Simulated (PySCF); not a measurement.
C₅H₃F₃S.
Structure used (PBE0-D3(BJ)/def2-SVP), in Å, numbered top down from 1:
```xyz
12
C5H3F3S angstrom
C      3.380    0.991    0.692
C      2.427    0.419    0.205
C      1.334   -0.278   -0.371
C      0.066    0.170   -0.315
S     -1.234   -0.645   -1.156
C     -2.614   -0.161   -0.079
F     -2.506   -0.658    1.146
F     -2.718    1.160    0.043
F     -3.727   -0.623   -0.629
H      4.222    1.501    1.125
H      1.560   -1.220   -0.886
H     -0.188    1.103    0.196
```

Linear response at PBE0/def2-SVPD (PySCF, frozen core in the response, non-relativistic).

Static isotropic polarisability: 91.17 au (13.51 Å³), principal values 57.4, 68.9, 147.3 au.

Task: What is the polarisability at 1064 nm and at the sodium D line?

Result: 92.73 au at 1064 nm (+1.7 %), 96.78 au at 589.3 nm (+6.2 %). The rise at 589.3 nm is 3.60 times that at 1064 nm; a pure ω² law gives 3.26. The lowest singlet lies at 259 nm, shorter than both wavelengths.

Task: What is the isotropic C6 coefficient between two such molecules, C6 = (3/π)∫α(iω)² dω?

Result: 2934 au (Eh·bohr⁶) by a ten-point quadrature over imaginary frequencies, which is 1750 eV·Å⁶ or 169 J·nm⁶/mol.

Task: Which effective excitation energy ω̄ makes London's formula C6 = (3/4)α²ω̄ exact here?

Result: ω̄ = 4·C6/(3α²) = 0.471 Eh = 12.8 eV. A one-pole form α(ω) = α/(1 − ω²/ω̄²) fitted to the 1064 nm value gives 9.0 eV.

Task: The lowest 6 singlets have (eV, f): 4.79, 0.364; 5.12, 0.022; 5.20, 0.074; 6.03, 0.002; 6.10, 0.002; 6.70, 0.017. What share of the static polarisability do they carry in the sum over states α = Σ f/ω²?

Result: 14.72 au, 16.1 % of α; the largest term, 11.73 au, is that of the state at 4.79 eV. Their oscillator strengths add up to 0.48. Higher states carry the rest.

Task: What molar refraction at the D line follows from R = (4π/3)·N_A·α′, with α′ the polarisability volume?

Result: α′ = 14.34 Å³ gives R = 36.18 cm³/mol, for isolated, non-vibrating species.

Task: What n − 1 at the D line would an ideal gas of it have at 273.15 K and 1 atm (2.6868 × 10¹⁹ cm⁻³), by n − 1 = 2π·N·α′?

Result: 24.21 × 10⁻⁴, a formal value whether or not that pressure can be reached.

Task: What three-body coefficient follows from the one-pole estimate C9 = (3/4)·α·C6?

Result: 201000 au. This is an estimate from the two numbers above, not a computed integral.

Task: How many electrons N does the Slater–Kirkwood formula C6 = (3/4)·√N·α^(3/2) need to give this C6?

Result: N = (4·C6/3)²/α³ = 20.2; the species has 76 electrons in all.

Task: How anisotropic is the static polarisability, by Δα² = ½[(α1 − α2)² + (α2 − α3)² + (α3 − α1)²]?

Result: Δα = 84.7 au, or 0.93 of the isotropic value.

One conformer stands for the species.
